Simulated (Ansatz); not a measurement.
The first iterations of a band of ClGe2H5 + H3N (12 atoms, charge 0, multiplicity 1).

All numbers below come from Ansatz 0.2.0, RHF/def2-mTZVP.

| Property | Result |
| --- | --- |
| movable images | 7 |
| climbing image | yes |
| spring | 5.0 eV/Å² |
| optimiser | quadratic models (default) |
| start path | through a guess of the saddle point |
| force threshold | 0.05 eV/Å |
| iteration limit | 60 |
| end points | relaxed |

Image 0:

```xyz
12
Properties=species:S:1:pos:R:3
Ge 0.503 -0.205 -0.200
H 0.645 0.038 1.303
H 1.902 -0.318 -0.823
Cl -0.301 1.657 -1.041
Ge -0.965 -2.070 -0.806
H -1.275 -2.919 0.431
H -2.255 -1.553 -1.445
H -0.234 -2.963 -1.828
N -2.601 0.094 1.288
H -2.853 0.837 0.663
H -3.439 -0.410 1.508
H -2.285 0.522 2.137
```

Image 8:

```xyz
12
Properties=species:S:1:pos:R:3
Ge -0.816 -0.187 -0.502
H 0.350 0.768 4.127
H 0.465 0.037 0.302
Cl -0.604 1.147 -2.244
Ge -1.157 -2.443 -1.391
H -1.157 -3.457 -0.238
H -2.508 -2.495 -2.117
H -0.028 -2.781 -2.372
N -2.216 0.315 0.544
H -3.132 0.249 0.148
H -2.130 1.187 1.024
H -0.226 0.372 3.906
```

| iteration | highest image above the first end (eV) | largest band force component (eV/Å) |
| --- | --- | --- |
| 1 | 9.893 | 37.801 |
| 2 | 5.001 | 4.422 |
| 3 | 4.087 | 4.401 |
| 4 | 3.668 | 2.202 |
| 5 | 3.551 | 1.633 |
| 6 | 3.532 | 2.402 |
| 7 | 3.366 | 1.510 |
| 8 | 2.947 | 1.960 |
| 9 | 2.615 | 1.710 |
| 10 | 2.264 | 1.958 |
| 11 | 2.071 | 1.527 |
| 12 | 1.883 | 0.840 |
| 13 | 1.628 | 0.837 |

Problem. Does the band converge within its limit, and where does its top end?

Solution. It converged. It ended after 40 iterations with the highest image 2.626 eV above the first end. The profile has 2 maxima (images 2, 5) with wells between them (image 3): this band takes more than one step, which may be the mechanism or a detour left from its start path. Neighbouring images differ by up to 2.3 eV, so the band resolves the path poorly. A vibrational analysis at the climbing image gives one clearly imaginary mode, 1487i cm⁻¹: a first-order saddle point. The orbitals stay closed-shell, which can raise the energy where a bond breaks towards radicals; this wasn't checked here.

The run took 8.3 min on 4 threads of Arm Neoverse V2, with other jobs on the host, peak memory 0.41 GiB.
